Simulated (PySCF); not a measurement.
Relaxation of doublet CoH2

These are results of UPBE0/[Co def2-TZVP, H def2-TZVP], no relativity, density fitting, PySCF, not measurements. A (50,194) grid was used.

A hand-made bent start, of C2v symmetry, held to at least that symmetry:

Coordinates in bohr (charge 0 multiplicity 2):
```
Co    0.0000    0.0000   -0.0513
H     2.2136    0.0000    1.4987
H    -2.2136    0.0000    1.4987
```

At each step, columns x, y, z (Å) and Fx, Fy, Fz (eV/Å):

```
step 0  E − E(last) = 12.34 kJ/mol
Co   0.000   0.000  -0.027   0.000   0.000  -1.799
H    1.171   0.000   0.793   0.450   0.000   0.899
H   -1.171   0.000   0.793  -0.450   0.000   0.899
step 1  E − E(last) = 4.46 kJ/mol
Co   0.000   0.000  -0.072   0.000   0.000  -0.975
H    1.152   0.000   0.815   0.157   0.000   0.487
H   -1.152   0.000   0.815  -0.157   0.000   0.487
step 2  E − E(last) = 0.34 kJ/mol
Co   0.000   0.000  -0.136   0.000   0.000   0.069
H    1.116   0.000   0.848  -0.129   0.000  -0.035
H   -1.116   0.000   0.848   0.129   0.000  -0.035
step 3  E − E(last) = 0.22 kJ/mol
Co   0.000   0.000  -0.141   0.000   0.000   0.088
H    1.108   0.000   0.850  -0.111   0.000  -0.044
H   -1.108   0.000   0.850   0.111   0.000  -0.044
step 4  E − E(last) = 0.00 kJ/mol
Co   0.000   0.000  -0.150   0.000   0.000   0.032
H    1.085   0.000   0.854  -0.017   0.000  -0.016
H   -1.085   0.000   0.854   0.017   0.000  -0.016
step 5  E − E(last) = 0.00 kJ/mol
Co   0.000   0.000  -0.149   0.000   0.000   0.004
H    1.083   0.000   0.854  -0.001   0.000  -0.002
H   -1.083   0.000   0.854   0.001   0.000  -0.002
```

It ends at C2v with Co–H 1.476 Å (×2); H–Co–H 94.4°. A frequency run shows a minimum. Other isomers or separated fragments may lie lower.

Other spin states or occupations of the open shell can lie lower. At this level a quartet minimum of D∞h symmetry lies 54 kJ/mol below this structure.

The relaxation took roughly 12 core-seconds on a shared host.
